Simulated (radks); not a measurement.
Results of a calculation; reference values are marked as such.
La III, configuration [Xe] 6p1 (not the ground configuration).

Level of theory: Dirac Kohn-Sham, XLYP, spin-unpolarised, spherical densities, finite nucleus; open shells are shared between the two j in proportion to 2j + 1; Fermi nuclear charge, rms radius 4.855 fm (a radial shooting solver on a logarithmic mesh with Libxc functionals).

Energy parts (eV):
total: -231234.67
kinetic: 247452.76
electron-nucleus: -561631.04
Hartree: 88516.94
exchange-correlation: -5573.33

Orbitals (lengths in bohr, moments of r in powers of bohr; <r^-3> diverges for s and p1/2):
[
 {"orbital": "1s1/2", "occ.": "2", "eigenvalue (eV)": "-38740.15", "<r^-3>": "-", "<r>": "0.02507"},
 {"orbital": "2s1/2", "occ.": "2", "eigenvalue (eV)": "-6178.414", "<r^-3>": "-", "<r>": "0.1070"},
 {"orbital": "2p1/2", "occ.": "2", "eigenvalue (eV)": "-5828.393", "<r^-3>": "-", "<r>": "0.08989"},
 {"orbital": "2p3/2", "occ.": "4", "eigenvalue (eV)": "-5415.046", "<r^-3>": "6685", "<r>": "0.09600"},
 {"orbital": "3s1/2", "occ.": "2", "eigenvalue (eV)": "-1334.060", "<r^-3>": "-", "<r>": "0.2849"},
 {"orbital": "3p1/2", "occ.": "2", "eigenvalue (eV)": "-1186.413", "<r^-3>": "-", "<r>": "0.2747"},
 {"orbital": "3p3/2", "occ.": "4", "eigenvalue (eV)": "-1105.870", "<r^-3>": "1336", "<r>": "0.2867"},
 {"orbital": "3d3/2", "occ.": "4", "eigenvalue (eV)": "-847.0591", "<r^-3>": "218.1", "<r>": "0.2577"},
 {"orbital": "3d5/2", "occ.": "6", "eigenvalue (eV)": "-829.8248", "<r^-3>": "199.0", "<r>": "0.2615"},
 {"orbital": "4s1/2", "occ.": "2", "eigenvalue (eV)": "-282.1580", "<r^-3>": "-", "<r>": "0.6541"},
 {"orbital": "4p1/2", "occ.": "2", "eigenvalue (eV)": "-227.8317", "<r^-3>": "-", "<r>": "0.6745"},
 {"orbital": "4p3/2", "occ.": "4", "eigenvalue (eV)": "-210.6649", "<r^-3>": "285.7", "<r>": "0.7016"},
 {"orbital": "4d3/2", "occ.": "4", "eigenvalue (eV)": "-121.5864", "<r^-3>": "38.46", "<r>": "0.7619"},
 {"orbital": "4d5/2", "occ.": "6", "eigenvalue (eV)": "-118.6065", "<r^-3>": "34.79", "<r>": "0.7716"},
 {"orbital": "5s1/2", "occ.": "2", "eigenvalue (eV)": "-54.6204", "<r^-3>": "-", "<r>": "1.544"},
 {"orbital": "5p1/2", "occ.": "2", "eigenvalue (eV)": "-39.6275", "<r^-3>": "-", "<r>": "1.720"},
 {"orbital": "5p3/2", "occ.": "4", "eigenvalue (eV)": "-36.9994", "<r^-3>": "43.55", "<r>": "1.793"},
 {"orbital": "5d3/2", "occ.": "0", "eigenvalue (eV)": "-17.1626", "<r^-3>": "3.485", "<r>": "2.487"},
 {"orbital": "5d5/2", "occ.": "0", "eigenvalue (eV)": "-16.8963", "<r^-3>": "3.140", "<r>": "2.519"},
 {"orbital": "6s1/2", "occ.": "0", "eigenvalue (eV)": "-15.2644", "<r^-3>": "-", "<r>": "3.641"},
 {"orbital": "6p1/2", "occ.": "0.333333", "eigenvalue (eV)": "-11.7220", "<r^-3>": "-", "<r>": "4.231"},
 {"orbital": "6p3/2", "occ.": "0.666667", "eigenvalue (eV)": "-11.2847", "<r^-3>": "7.351", "<r>": "4.373"}
]

The highest occupied level is 6p3/2 at -11.285 eV. The configuration is held as typed, so some empty levels lie below it. The electron density at the nucleus is 3.519e+05 e/bohr^3. The density falls to 0.001 e/bohr^3 at r = 4.72 bohr.

Run on one thread of a shared host, so times are rough (Arm Neoverse N1): 0.21 s of CPU time, 0.21 s wall, 13 iterations on 2338 mesh points.
